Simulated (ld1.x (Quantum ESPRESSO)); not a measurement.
Which change was made? (P, TM)

| Property | Result |
| --- | --- |
| Element | phosphorus |
| Generator | ld1.x (Quantum ESPRESSO) 7.5 |
| Type | norm-conserving Troullier–Martins (Kleinman–Bylander form) |
| Functional | PBEsol |
| Relativity | scalar-relativistic |
| Frozen core | [He] |
| Valence charge | 13 |
| Reference configuration | 2s2 2p6 3s2 3p2 (charge +1) |
| Partial waves | 2s (bound): rc 0.70 bohr; 2p (bound): rc 0.65 bohr |
| Local potential | the p channel |
| Core correction | none |

Occupied shells without a wave of their own: 3p, 3s. They enter only through the test configuration that unscreens the potential.

Cutoffs, loose and tight: the cutoffs (Ry, on a coarse ladder) from which the occupation-weighted sum of valence levels, in a spherical-Bessel basis at the reference potential, stays within 10 and 1 mRy of its value at 400 Ry. They do not see the model core or the augmentation charge, which bear on the density cutoff. Test errors are all-electron minus pseudo excitation energies from the reference, over the configurations 2s2 2p6 3s2 3p3; 2s2 2p6 3s2 3p1; 2s2 2p6 3s2 3p0; 2s2 2p6 3s0 3p5; 2s2 2p6 3s2 3p2.5; 2s2 2p6 3s1 3p0; 2s2 2p5 3s2 3p3; variants that change the core or the reference have their own tests.

The base gives: outcome: generated, misses its reference levels by 0.18 eV; cutoff, loose: over 300 Ry; cutoff, tight: over 300 Ry; bound ghosts: none; largest test error (meV): +709.

Q: After one change the result is: outcome: generated; cutoff, loose: over 300 Ry; cutoff, tight: over 300 Ry; bound ghosts: none; largest test error (meV): +603. Which change was it?
A. wave 2s (bound): rc 0.70 bohr becomes 2s (bound): rc 0.44 bohr
B. reference 2s2 2p6 3s2 3p3
C. reference 2s2 2p6 3s1.5 3p3.5

A: C. The others give: reference 2s2 2p6 3s2 3p3 → outcome: generated; cutoff, loose: over 300 Ry; cutoff, tight: over 300 Ry; bound ghosts: none; largest test error (meV): +1171 | wave 2s (bound): rc 0.70 bohr becomes 2s (bound): rc 0.44 bohr → outcome: generated, misses its reference levels by 0.18 eV; bound ghosts: none; largest test error (meV): +927.
